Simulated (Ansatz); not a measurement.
System: SbF₃, net charge -1, doublet state. 
Coordinates optimised at B3LYP-D3(BJ)/def2-TZVP (Ansatz, a quantum-chemistry and plane-wave program):
```xyz
4

Sb     0.2135     0.1516    -0.0056
F     -1.3850    -0.9832     0.0366
F     -1.1137     1.7580     0.0944
F      1.2889    -1.6337    -0.0990
```
Charge -1, spin multiplicity 2.

Parts of the frozen-core correlation energy in def2-SVPD (Ansatz, hartree). Frozen orbitals: 12; correlated occupied orbitals by spin: 14 and 13; virtual: 75 and 76. Open shells are spin-unrestricted. Spin-orbit coupling is left out. In def2 rows, elements after Kr have scalar-relativistic effective core potentials.

```tsv
term	value
reference (HF)	-537.45779
MP2 opposite-spin	[?]
MP2 same-spin	-0.19860
CCSD correlation	[?]
(T)	[?]
T1 diagnostic	0.022
largest doubles amplitude	0.035
<S^2> of the reference	0.777
```

### Question
What belongs in the gaps?

### Answer

- MP2 opposite-spin, value: -0.51121
- CCSD correlation, value: -0.71502
- (T), value: -0.01930
